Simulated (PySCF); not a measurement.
Cl2FH3Si2, SMILES [SiH2]([SiH](Cl)Cl)F.

Coordinates come from a B3LYP-D3(BJ)/def2-SVP optimisation. The structure was generated by enumeration, and PubChem lists no compound with its InChIKey, so it may never have been made. The values are those of a single conformer.

Method: PBE0/def2-TZVP run with PySCF.

Gas-phase values at a fixed geometry.

The total energy comes out as -1600.64240 hartree and the highest occupied level comes out as -8.41 eV. The lowest empty level comes out as -1.29 eV, the orbital gap is 7.12 eV and the dipole moment is 1.13 D. The quadrupole, principal values (traceless, Buckingham form, about the centre of nuclear charge) comes out as -7.31, 2.17, 5.15 D·Å and the mean static polarisability comes out as 74.6 bohr³ (11.06 Å³). The polarisability, principal values comes out as 64.4, 77.4, 82.2 bohr³.
